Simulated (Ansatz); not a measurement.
F$_{2}$HInS (`[F][In]([F])[SH]`), 5 atoms. The species carries charge 0 and has multiplicity 1. Correlated methods include outer-core shells of In, which these sets cover unevenly. In takes the def2 core potential. All runs use 4 threads of an Arm Neoverse V2 on a shared host. Correlated methods freeze the cores. Open-shell runs search over several starts.

Task: Give the basis size and wall time and peak host memory of each of these runs in Ansatz. RKS PBE0-D4/def2-QZVPP energy; RKS ωB97M-V/def2-QZVPP energy; RKS PBE0-D4/def2-TZVPP energy; RHF-CCSD(T)/def2-TZVPP energy; RKS PBE0-D4/def2-SVP energy; RKS PBE0-D4/def2-TZVP frequencies; UHF-CCSD(T)/def2-TZVPP energy of the cation; UHF-MP2/def2-QZVPP energy of the cation; UKS r2SCAN-D4/def2-TZVPP energy of the cation; UKS ωB97M-V/def2-TZVPP energy of the cation; UKS ωB97X-V/def2-TZVPP energy of the cation; UKS PBE0-D4/def2-TZVPP energy of the cation. (Best estimate.)

Result: Computed: Other jobs shared the machine, so times are rough.

```csv
level,job,functions,wall time,peak host memory (GiB)
RKS PBE0-D4/def2-SVP,energy,77,0.6 s,0.15
RKS PBE0-D4/def2-TZVPP,energy,168,1.4 s,0.37
RKS PBE0-D4/def2-QZVPP,energy,296,2.7 s,0.75
UKS PBE0-D4/def2-TZVPP,energy of the cation,168,3.1 s,0.51
RKS ωB97M-V/def2-QZVPP,energy,296,7 s,0.9
UKS ωB97M-V/def2-TZVPP,energy of the cation,168,8.5 s,0.73
UKS ωB97X-V/def2-TZVPP,energy of the cation,168,9 s,0.7
UKS r2SCAN-D4/def2-TZVPP,energy of the cation,168,10 s,0.36
UHF-MP2/def2-QZVPP,energy of the cation,296,16 s,1
RHF-CCSD(T)/def2-TZVPP,energy,168,31 s,1.6
RKS PBE0-D4/def2-TZVP,frequencies,155,33 s,0.35
UHF-CCSD(T)/def2-TZVPP,energy of the cation,168,2.1 min,4.1
```
